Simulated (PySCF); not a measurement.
A GIAO shielding run with PySCF 2.14 (density fitting, non-relativistic, gas phase) on `C1[Si@@H](C(C)=O)[SiH2][SiH2][SiH2]1`, C3H12OSi4:

```
$ OMP_NUM_THREADS=1 python probes_run.py task.json out

{"job": {"kind": "nmr", "xc": "PBE0", "basis": "pcSseg-1"}, "charge": 0, "multiplicity": 1}
C      2.852972    -0.807715    -0.734921
C      1.399945    -0.470744    -0.571394
O      0.601679    -0.596201    -1.484283
Si     0.715187     0.245025     1.066096
C     -0.740207    -0.949775     1.393911
Si    -1.998828    -1.033030    -0.062866
Si    -2.057312     1.124723    -0.925977
Si    -0.317092     2.169961     0.248722
H      3.104978    -1.600675    -0.033027
H      3.082150    -1.128418    -1.749455
H      3.448527     0.065257    -0.475287
H      1.762789     0.095938     2.092844
H     -0.373378    -1.952559     1.609469
H     -1.267255    -0.628199     2.293311
H     -3.272961    -1.470773     0.542140
H     -1.627783    -2.117167    -0.971243
H     -3.349197     1.802745    -0.699908
H     -1.884271     1.216241    -2.378822
H     -0.719826     3.055495     1.353704
H      0.634735     2.990548    -0.516051
```

Hardware: 1 thread of an Arm Neoverse V1, shared host. The job also computes population analyses, field gradients, ring-centre shieldings.

Q: How large is the calculation?

A: 94 electrons, 224 basis functions and 1258 auxiliary functions.

Q: How long does it take, and how much memory does it need?

A: 49 s of wall time, with 14 SCF cycles and 5 response iterations; peak memory 1 GiB. Times on a shared host scatter by some tens of per cent.
